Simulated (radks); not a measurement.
Valence configurations of Dy (all share [Xe]). All-electron calculation, Dirac Kohn-Sham, BLYP, spin-unpolarised, spherical densities, point nucleus; open shells fill j = l - 1/2 first. Program: a radial shooting solver on a logarithmic mesh with Libxc functionals. Energies are relative to 4f10 6s2; eigenvalues in eV.

[
 {"valence": "4f10 6s2", "E (eV)": "0.000", "e(4f5/2)": "-3.258", "e(4f7/2)": "-2.384", "e(5d3/2)": "-", "e(6p1/2)": "-", "e(6p3/2)": "-"},
 {"valence": "4f10 6s1 6p1", "E (eV)": "2.550", "e(4f5/2)": "-4.518", "e(4f7/2)": "-3.643", "e(5d3/2)": "-", "e(6p1/2)": "-1.713", "e(6p3/2)": "-"},
 {"valence": "4f9 6s2 6p1", "E (eV)": "5.051", "e(4f5/2)": "-12.316", "e(4f7/2)": "-11.376", "e(5d3/2)": "-", "e(6p1/2)": "-2.149", "e(6p3/2)": "-"},
 {"valence": "4f9.5 6s2 6p0.5", "E (eV)": "1.519", "e(4f5/2)": "-7.557", "e(4f7/2)": "-6.650", "e(5d3/2)": "-", "e(6p1/2)": "-1.680", "e(6p3/2)": "-"},
 {"valence": "4f8 6s1 6p3", "E (eV)": "23.416", "e(4f5/2)": "-24.128", "e(4f7/2)": "-23.123", "e(5d3/2)": "-", "e(6p1/2)": "-3.559", "e(6p3/2)": "-3.016"},
 {"valence": "4f8 5d1 6s1 6p2", "E (eV)": "18.293", "e(4f5/2)": "-20.303", "e(4f7/2)": "-19.300", "e(5d3/2)": "-6.503", "e(6p1/2)": "-2.703", "e(6p3/2)": "-"},
 {"valence": "4f10 6s1.5 6p0.5", "E (eV)": "1.250", "e(4f5/2)": "-3.909", "e(4f7/2)": "-3.035", "e(5d3/2)": "-", "e(6p1/2)": "-1.463", "e(6p3/2)": "-"},
 {"valence": "4f9 5d1 6s2", "E (eV)": "3.521", "e(4f5/2)": "-9.189", "e(4f7/2)": "-8.251", "e(5d3/2)": "-2.278", "e(6p1/2)": "-", "e(6p3/2)": "-"},
 {"valence": "4f8.5 6s2 6p1.5", "E (eV)": "10.807", "e(4f5/2)": "-17.421", "e(4f7/2)": "-16.449", "e(5d3/2)": "-", "e(6p1/2)": "-2.599", "e(6p3/2)": "-"}
]

NIST lists [Xe] 4f10 6s2 as the ground configuration; this level of theory agrees among the configurations tried. The energies are those of spherical spin-averaged densities, not of single terms. No valid solution was reached for [Xe] 4f12.
